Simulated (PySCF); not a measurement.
Geometry (Å), atoms numbered from 1 in this order:
```xyz
6

Nb   -0.021   -0.008   -0.412
N     0.054    0.039    1.305
H     0.094    0.049    2.321
Cl    2.141   -0.034   -1.165
Cl   -1.122    1.885   -1.098
Cl   -1.146   -1.930   -0.949
```

Geometry: PBE0-D3(BJ)/def2-SVP; GIAO absolute shieldings from PySCF, gas phase, scalar relativity only through the core potential, averaged over equivalent atoms.

At KT2/pcSseg-1 (def2-TZVP on Nb) (134 basis functions, 18 s wall time on 1 thread of an Arm Neoverse V1, shared host):
| atoms | σ (ppm) |
| --- | --- |
| N2 | -147.4 |
| H3 | 24.11 |
| Cl4/Cl5/Cl6 | 399.0 |

Question: What do these become at PBE0/pcSseg-1 (def2-TZVP on Nb)?

Answer: 
```csv
atoms,σ at PBE0/pcSseg-1 (def2-TZVP on Nb),change
N2,-181.6,-34.2
H3,24.99,+0.88
Cl4/Cl5/Cl6,423.8,+24.8
```

The largest change is at N2 (nitrogen bonded to Nb, H). Cost: 134 basis functions, 11 s wall time on 1 thread of an Arm Neoverse V1, shared host.

Nb is described by an effective core potential, so it has no shielding of its own here; spin–orbit effects on the atoms bonded to it, which can be large, are absent, and the values of these neighbours are rough.
